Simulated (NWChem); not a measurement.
**Atomisation of C₂H₅O**

```
C
O 1 1.4037
H 2 0.9633 1 107.28
H 1 1.1096 2 105.62 3 -176.66
H 1 1.1114 4 105.03 2 118.68
C 1 1.4825 4 110.26 5 118.27
H 6 1.0929 1 121.14 4 -83.26
H 6 1.0939 7 118.65 1 -167.41
```
Charge 0, spin multiplicity 2.

All runs are NWChem calculations. Structure: optimised with UPBE0/def2-SVP, a minimum by its harmonic frequencies. It is one conformer; others weren't searched.

Basis set: def2-TZVP. The atomisation energy is electronic alone: no zero-point, thermal, spin-orbit or counterpoise terms. No value is extrapolated to the basis-set limit. Free atoms are single determinants with multiplicities C 3, O 3, H 2. Correlated methods freeze the same cores in atoms and molecule, 3 orbitals in all.

B3LYP has NWChem's definition, with VWN1-RPA local correlation. The structure started from a generated list of species. No SCF solution was tested for a lower state. Open-shell Hartree-Fock references start from PBE0 orbitals.

**Question.** One of these methods gave an atomisation energy of 681.0 kcal/mol. Which?
A) MP2
B) BP86
C) B3LYP
D) BHandHLYP

**Answer.** A, MP2. The others give 722.4 (BP86), 676.4 (BHandHLYP), 697.1 (B3LYP).
